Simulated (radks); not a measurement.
Task: Isoelectronic series with 38 electrons, each ion in its NIST ground configuration. Method: scalar-relativistic Kohn-Sham, PBE, spin-polarised, spherical densities, point nucleus; open shells are filled with parallel spins first (spin-orbit coupling, left out, can overturn this in heavy ions); computed with a radial shooting solver on a logarithmic mesh with Libxc functionals. Total energies (hartree) and mean radii <r> (bohr) (* marks an orbital that is empty in some or all of the ions):

| ion | configuration | E (hartree) | 5s* | 4p | 4s |
|---|---|---|---|---|---|
| Sr | [Kr] 5s2 | -3179.49289 | 4.333 | 1.567 | 1.357 |
| Zr2+ | [Kr] 4d2 | -3597.82113 | 3.165 | 1.367 | 1.215 |
| Nb3+ | [Kr] 4d2 | -3817.97517 | 2.789 | 1.275 | 1.149 |
| Mo4+ | [Kr] 4d2 | -4045.39802 | 2.511 | 1.195 | 1.089 |
| Tc5+ | [Kr] 4d2 | -4280.10572 | 2.294 | 1.125 | 1.035 |
| Ru6+ | [Kr] 4d2 | -4522.12046 | 2.118 | 1.064 | 0.9866 |
| Rh7+ | [Kr] 4d2 | -4771.46859 | 1.972 | 1.010 | 0.9423 |
| Pd8+ | [Kr] 4d2 | -5028.17958 | 1.848 | 0.9617 | 0.9020 |
| Ag9+ | [Kr] 4d2 | -5292.28552 | 1.740 | 0.9181 | 0.8651 |
| Cd10+ | [Kr] 4d2 | -5563.82077 | 1.646 | 0.8786 | 0.8312 |
| In11+ | [Kr] 4d2 | -5842.82177 | 1.563 | 0.8425 | 0.7998 |
| Sn12+ | [Kr] 4d2 | -6129.32693 | 1.488 | 0.8095 | 0.7708 |
| Sb13+ | [Kr] 4d2 | -6423.37656 | 1.421 | 0.7791 | 0.7438 |
| Te14+ | [Kr] 4d2 | -6725.01278 | 1.361 | 0.7510 | 0.7187 |
| Xe16+ | [Kr] 4d2 | -7351.22258 | 1.254 | 0.7007 | 0.6732 |
| Cs17+ | [Kr] 4d2 | -7675.8895 | 1.207 | 0.6781 | 0.6525 |
| Ba18+ | [Kr] 4d2 | -8008.3296 | 1.164 | 0.6569 | 0.6330 |

Estimate the row of I15+ ([Kr] 4d2).

Result: E (hartree) -7034.27953; 5s* 1.305; 4p 0.7249; 4s 0.6952.
